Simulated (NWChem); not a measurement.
System: silanone (SiH2O); SMILES O=[SiH2]

NWChem printed, in part:

```
             Northwest Computational Chemistry Package (NWChem) 7.3.0
             --------------------------------------------------------

 C2V symmetry detected

                             Geometry "geometry" -> ""
                             -------------------------

 Output coordinates in angstroms (scale by  1.889725989 to convert to a.u.)

  No.       Tag          Charge          X              Y              Z
 ---- ---------------- ---------- -------------- -------------- --------------
    1 Si                  14.0000     0.00000000     0.00000000    -0.44715458
    2 O                    8.0000     0.00000000     0.00000000     1.10518742
    3 H                    1.0000     0.00000000    -1.24801900    -1.29066758
    4 H                    1.0000     0.00000000     1.24801900    -1.29066758

 Effective nuclear repulsion energy (a.u.)      51.3622471505

      Symmetry information
      --------------------

 Group name             C2v
 Group number             16
 Group order               4
 No. of unique centers     3

  pbe96 is a nonlocal functional; adding pw91lda local functional.

                                 NWChem DFT Module
                                 -----------------

 Summary of "ao basis" -> "ao basis" (spherical)
 ------------------------------------------------------------------------------
       Tag                 Description            Shells   Functions and Types
 ---------------- ------------------------------  ------  ---------------------
 Si                        def2-tzvp                13       37   5s5p2d1f
 O                         def2-tzvp                11       31   5s3p2d1f
 H                         def2-tzvp                 4        6   3s1p

      Symmetry analysis of basis
      --------------------------

        a1         35
        a2          7
        b1         17
        b2         21

            General Information
            -------------------
          SCF calculation type: DFT
          Wavefunction type:  closed shell.
          No. of atoms     :     4
          No. of electrons :    24
           Alpha electrons :    12
            Beta electrons :    12
          Charge           :     0
          Spin multiplicity:     1
          Use of symmetry is: on ; symmetry adaption is: on
          Maximum number of iterations: 150
          AO basis - number of functions:    80
                     number of shells:    32
          Convergence on energy requested:  1.00D-06
          Convergence on density requested:  1.00D-05
          Convergence on gradient requested:  5.00D-04

              XC Information
              --------------
          PerdewBurkeErnzerhof Exchange Functional  1.000
            Perdew 1991 LDA Correlation Functional  1.000 local
           PerdewBurkeErnz. Correlation Functional  1.000 non-local

             Grid Information
             ----------------
          Grid used for XC integration:  medium
          Radial quadrature: Mura-Knowles
          Angular quadrature: Lebedev.
          Tag              B.-S. Rad. Rad. Pts. Rad. Cut. Ang. Pts.
          ---              ---------- --------- --------- ---------
          Si                  1.10       88           8.0       590
          O                   0.60       49           9.0       434
          H                   0.35       45           8.0       434
          Grid pruning is: on
          Number of quadrature shells:   182
          Spatial weights used:  Erf1

      Superposition of Atomic Density Guess
      -------------------------------------

 Sum of atomic energies:        -364.61933615

      Non-variational initial energy
      ------------------------------

 Total energy =    -364.797751
 1-e energy   =    -606.462339
 2-e energy   =     190.302342
 HOMO         =      -0.387356
 LUMO         =      -0.056449

      Symmetry analysis of molecular orbitals - initial
      -------------------------------------------------

  Numbering of irreducible representations:

     1 a1          2 a2          3 b1          4 b2

  Orbital symmetries:

     1 a1          2 a1          3 a1          4 a1          5 b2
     6 b1          7 a1          8 a1          9 b2         10 a1
    11 b1         12 b2         13 b1         14 a1         15 a1
    16 b2         17 a1         18 b2         19 b1         20 a1
    21 a2         22 b2

   convergence    iter        energy       DeltaE   RMS-Dens  Diis-err
 ---------------- ----- ----------------- --------- --------- ---------
 d= 0,ls=0.0,diis     1   -365.5467030797 -4.17D+02  4.57D-02  1.49D+00
 d= 0,ls=0.0,diis     2   -362.0663027756  3.48D+00  4.19D-02  2.30D+01
 d= 0,ls=0.0,diis     3   -365.7145746651 -3.65D+00  2.41D-03  1.72D-02
 d= 0,ls=0.0,diis     4   -365.7154208219 -8.46D-04  1.09D-03  1.15D-02
 d= 0,ls=0.0,diis     5   -365.7169726549 -1.55D-03  1.32D-04  3.03D-04
  Resetting Diis
 d= 0,ls=0.0,diis     6   -365.7170091796 -3.65D-05  1.59D-05  8.41D-06
 d= 0,ls=0.0,diis     7   -365.7170094229 -2.43D-07  2.89D-05  1.28D-06
 d= 0,ls=0.0,diis     8   -365.7170073052  2.12D-06  2.08D-05  2.15D-05
 d= 0,ls=0.0,diis     9   -365.7170095713 -2.27D-06  1.48D-06  7.59D-08
 d= 0,ls=0.0,diis    10   -365.7170095795 -8.21D-09  2.32D-07  1.66D-09

         Total DFT energy =     -365.717009579519
      One electron energy =     -608.279810859033
           Coulomb energy =      221.171962059925
    Exchange-Corr. energy =      -29.971407930920
 Nuclear repulsion energy =       51.362247150509

 Numeric. integr. density =       23.999995981291

                  Occupations of the irreducible representations
                  ----------------------------------------------

                     irrep           alpha         beta
                     --------     --------     --------
                     a1                7.0          7.0
                     a2                0.0          0.0
                     b1                2.0          2.0
                     b2                3.0          3.0

                       DFT Final Molecular Orbital Analysis
                       ------------------------------------

 Vector   10  Occ=2.000000D+00  E=-3.114962D-01  Symmetry=a1
              MO Center=  1.4D-19,  7.9D-15,  8.2D-01, r^2= 1.6D+00
   Bfn.  Coefficient  Atom+Function         Bfn.  Coefficient  Atom+Function
  ----- ------------  ---------------      ----- ------------  ---------------
    45      0.404009  2 O  pz                48      0.315156  2 O  pz
    51      0.204254  2 O  pz                17     -0.194399  1 Si pz
     4     -0.167937  1 Si s                 41      0.148726  2 O  s
    42      0.145990  2 O  s                 14     -0.128062  1 Si pz
     8      0.114727  1 Si pz                40      0.110220  2 O  s

 Vector   11  Occ=2.000000D+00  E=-2.842021D-01  Symmetry=b1
              MO Center=  1.1D-15, -5.8D-16,  7.6D-01, r^2= 1.2D+00
   Bfn.  Coefficient  Atom+Function         Bfn.  Coefficient  Atom+Function
  ----- ------------  ---------------      ----- ------------  ---------------
    43      0.401485  2 O  px                46      0.329737  2 O  px
    15      0.248838  1 Si px                49      0.210741  2 O  px
    18      0.125414  1 Si px                 6     -0.095742  1 Si px
    12      0.094465  1 Si px                24     -0.056666  1 Si d  1
     9     -0.045299  1 Si px                29     -0.039540  1 Si d  1

 Vector   12  Occ=2.000000D+00  E=-2.460377D-01  Symmetry=b2
              MO Center= -2.6D-16,  1.5D-15,  6.8D-01, r^2= 1.6D+00
   Bfn.  Coefficient  Atom+Function         Bfn.  Coefficient  Atom+Function
  ----- ------------  ---------------      ----- ------------  ---------------
    44      0.428982  2 O  py                47      0.352335  2 O  py
    50      0.238611  2 O  py                71      0.160162  3 H  s
    77     -0.160162  4 H  s                 22      0.108429  1 Si d -1
    70      0.103359  3 H  s                 76     -0.103359  4 H  s
    19      0.098218  1 Si py                27      0.081710  1 Si d -1

 Vector   13  Occ=0.000000D+00  E=-1.175716D-01  Symmetry=b1
              MO Center=  2.3D-15,  1.5D-15, -4.4D-01, r^2= 2.8D+00
   Bfn.  Coefficient  Atom+Function         Bfn.  Coefficient  Atom+Function
  ----- ------------  ---------------      ----- ------------  ---------------
    15      0.469411  1 Si px                18      0.466698  1 Si px
    43     -0.247828  2 O  px                49     -0.214296  2 O  px
    46     -0.191414  2 O  px                 6     -0.145865  1 Si px
    12      0.140306  1 Si px                29      0.139231  1 Si d  1
    24      0.071566  1 Si d  1               9     -0.065608  1 Si px

 Vector   14  Occ=0.000000D+00  E=-4.523119D-02  Symmetry=a1
              MO Center= -2.4D-15, -5.8D-15, -5.9D-01, r^2= 3.5D+00
   Bfn.  Coefficient  Atom+Function         Bfn.  Coefficient  Atom+Function
  ----- ------------  ---------------      ----- ------------  ---------------
     5      1.345481  1 Si s                 71     -0.558715  3 H  s
    77     -0.558715  4 H  s                 42     -0.463354  2 O  s
     4      0.378993  1 Si s                 20      0.266402  1 Si pz
     3     -0.227507  1 Si s                 51      0.215658  2 O  pz
    45      0.183026  2 O  pz                70     -0.159582  3 H  s

[...]
```

Level: PBE/def2-TZVP, vertical spin-unrestricted ions. Structure relaxed at the PBE-D3(BJ)/def2-SVP level.

### Question
Reconstruct the input file.

### Answer
Several could match; the one computed here: the input that was run:
```
start job
memory heap 200 mb stack 900 mb global 1100 mb
geometry units angstroms noautoz
  Si     0.000000     0.000000    -0.438494
  O      0.000000     0.000000     1.113848
  H      0.000000    -1.248019    -1.282007
  H      0.000000     1.248019    -1.282007
end
basis spherical
  Si library def2-tzvp
  O library def2-tzvp
  H library def2-tzvp
end
dft
  xc xpbe96 cpbe96
  iterations 150
  vectors input atomic output neutral.movecs
end
task dft energy
charge 1
dft
  odft
  mult 2
  vectors input atomic output cation.movecs
end
task dft energy
```
